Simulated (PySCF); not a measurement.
C4H13GeO4, charge +1, singlet, at a GFN2-xTB geometry; BLYP/STO-3G (PySCF).

Input for PySCF:
```python
from pyscf import gto, scf, dft

mol = gto.Mole()
mol.atom = '''
    C    -0.756203   -2.504836   -1.201438
    O    -0.953346   -1.089977   -1.034446
    Ge   -0.329092    0.001185    0.095410
    O    -0.955006    1.579692    0.077854
    C    -1.869008    2.204685   -0.843316
    O     0.284054   -0.642925    1.542560
    C     0.653257   -0.002602    2.775962
    O     1.615208    0.522322   -0.887198
    C     2.886301   -0.117889   -0.700728
    H    -0.717662   -3.025229   -0.245822
    H    -1.618591   -2.847147   -1.773228
    H     0.157738   -2.689507   -1.764019
    H    -2.130869    3.153529   -0.375421
    H    -2.765257    1.603486   -0.985443
    H    -1.391080    2.382536   -1.805200
    H     1.622017    0.485239    2.678034
    H    -0.094508    0.722121    3.093520
    H     0.716613   -0.810062    3.505274
    H     1.749950    1.429698   -1.192064
    H     3.519512    0.464696   -0.031191
    H     2.696338   -1.095087   -0.261441
    H     3.373382   -0.241246   -1.669162
'''
mol.basis = 'sto-3g'
mol.charge = 1
mol.spin = 0
mol.verbose = 4
mol.build()

mf = dft.RKS(mol)
mf.xc = 'blyp'
mf.kernel()
```

The log (banner, timings and long lists left out):

```
PySCF version 2.14.0

[INPUT] verbose = 4
[INPUT] num. atoms = 22
[INPUT] num. electrons = 100
[INPUT] charge = 1
[INPUT] spin (= nelec alpha-beta = 2S) = 0
[INPUT] symmetry False subgroup None
[INPUT] Mole.unit = angstrom
[INPUT] Symbol           X                Y                Z      unit          X                Y                Z       unit  Magmom
[...]
nuclear repulsion = 887.666483620335
number of shells = 45
number of NR pGTOs = 213
number of NR cGTOs = 71
basis = sto-3g
ecp = {}

******** <class 'pyscf.dft.rks.RKS'> ********
method = RKS
initial guess = minao
damping factor = 0
level_shift factor = 0
DIIS = <class 'pyscf.scf.diis.CDIIS'>
diis_start_cycle = 1
diis_space = 8
diis_damp = 0
SCF conv_tol = 1e-09
SCF conv_tol_grad = None
SCF max_cycles = 50
direct_scf = True
direct_scf_tol = 1e-13
XC library pyscf.dft.libxc version 7.1.2
    S. Lehtola, C. Steigemann, M. J. T. Oliveira, and M. A. L. Marques,  SoftwareX 7, 1–5 (2018)
XC functionals = blyp
    A. D. Becke,  Phys. Rev. A 38, 3098 (1988)
    C. Lee, W. Yang, and R. G. Parr,  Phys. Rev. B 37, 785 (1988)
    B. Miehlich, A. Savin, H. Stoll, and H. Preuss,  Chem. Phys. Lett. 157, 200 (1989)
radial grids:
    Treutler-Ahlrichs [JCP 102, 346 (1995); DOI:10.1063/1.469408] (M4) radial grids

becke partition: Becke, JCP 88, 2547 (1988); DOI:10.1063/1.454033
pruning grids: <function nwchem_prune>
grids dens level: 3
symmetrized grids: False
atomic radii adjust function: <function treutler_atomic_radii_adjust>
small_rho_cutoff = 0
Set gradient conv threshold to 3.16228e-05
Initial guess from minao.
tot grids = 260944
init E= -2506.42981271239
[...]
cycle= 1 E= -2507.37749539158  delta_E= -0.948  |g|= 0.873  |ddm|= 5.61
[...]
cycle= 2 E= -2507.07441575741  delta_E= 0.303  |g|= 1.34  |ddm|= 3.44
[...]
cycle= 3 E= -2507.64326371305  delta_E= -0.569  |g|= 0.284  |ddm|= 2.25
[...]
cycle= 4 E= -2507.66860741058  delta_E= -0.0253  |g|= 0.0833  |ddm|= 0.61
[...]
cycle= 5 E= -2507.67066908488  delta_E= -0.00206  |g|= 0.0337  |ddm|= 0.161
[...]
cycle= 6 E= -2507.67094266329  delta_E= -0.000274  |g|= 0.0178  |ddm|= 0.0741
[...]
cycle= 7 E= -2507.67104867524  delta_E= -0.000106  |g|= 0.000995  |ddm|= 0.0287
[...]
cycle= 8 E= -2507.67104889115  delta_E= -2.16e-07  |g|= 0.000742  |ddm|= 0.00326
[...]
cycle= 9 E= -2507.67104908569  delta_E= -1.95e-07  |g|= 0.000167  |ddm|= 0.00146
[...]
cycle= 10 E= -2507.67104909132  delta_E= -5.63e-09  |g|= 0.000109  |ddm|= 0.00042
[...]
cycle= 11 E= -2507.67104909523  delta_E= -3.91e-09  |g|= 1.52e-05  |ddm|= 0.00019
[...]
cycle= 12 E= -2507.6710490953  delta_E= -6.78e-11  |g|= 3.58e-06  |ddm|= 2.66e-05
[...]
Extra cycle  E= -2507.67104909533  delta_E= -3.64e-11  |g|= 4.42e-06  |ddm|= 1.2e-05
converged SCF energy = -2507.67104909533
```
